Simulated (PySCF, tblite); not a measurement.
Species: C₈H₁₈P (charge +1).
Atom-mapped SMILES: `[CH3:1][CH2:2][P+:3]1([CH3:4])[CH2:5][CH2:6][CH2:7][CH2:8][CH2:9]1` (hydrogens: H10, H11, H12 on C1; H13, H14 on C2; H15, H16, H17 on C4; H18, H19 on C5; H20, H21 on C6; H22, H23 on C7; H24, H25 on C8; H26, H27 on C9)

Computed geometry: GFN2-xTB, gas phase.

(1) Give the optimised bond lengths and angles.

## Answers

(1) 
| bond | length (Å) |
| --- | --- |
| C1–C2 | 1.526 |
| C2–P3 | 1.824 |
| P3–C4 | 1.809 |
| P3–C5, P3–C9 | 1.817 |
| C5–C6, C8–C9 | 1.531 |
| C6–C7, C7–C8 | 1.528 |
| C1–H10, C1–H11, C1–H12 | 1.087 |
| C2–H13, C2–H14 | 1.094 |
| C4–H15, C4–H16, C4–H17 | 1.089 |
| C5–H18, C9–H26 | 1.093 |
| C5–H19, C9–H27 | 1.094 |
| C6–H20, C8–H25 | 1.092 |
| C6–H21, C8–H24 | 1.091 |
| C7–H22 | 1.090 |
| C7–H23 | 1.092 |

Bonds in one row agree within 0.01 Å and their mean is given. A selection of angles:
| angle | degrees |
| --- | --- |
| C1–C2–P3 | 112.8 |
| C2–P3–C4 | 110.2 |
| C2–P3–C5 | 111.2 |
| C2–P3–C9 | 109.6 |
| C4–P3–C5 | 110.1 |
| C5–P3–C9 | 105.7 |
| P3–C5–C6 | 110.1 |
| C5–C6–C7 | 112.4 |
| C6–C7–C8 | 112.7 |

Torsions: C1–C2–P3–C4 -61° (synclinal); C2–P3–C5–C6 165° (antiperiplanar); P3–C5–C6–C7 -57° (synclinal); C5–C6–C7–C8 67° (synclinal); C6–C7–C8–C9 -67° (synclinal); C7–C8–C9–P3 57° (synclinal); C2–P3–C9–C8 -166° (antiperiplanar). The mirror-image conformer, all signs reversed, is as good.

Of the pairs four or more bonds apart, H20···H25 is among the closest relative to their van der Waals radii: 2.51 Å, 105 % of the sum of Bondi's values. P3 (phosphonium phosphorus) is distorted tetrahedral (angles from 105.7° to 111.2°). The 6-membered ring P3–C5–C6–C7–C8–C9 has internal angles of 105.7° to 112.7°; it is puckered, 0.25 Å rms from its mean plane, widest ring torsion 67°.

Point group: C1 (no symmetry element, even within 0.4 Å). Its GFN2-xTB frequencies are all real (lowest 50 cm⁻¹). 3 starts were optimised and ended at 0.00, 2.84 and 5.32 kcal/mol (GFN2-xTB); the lowest of these is shown.
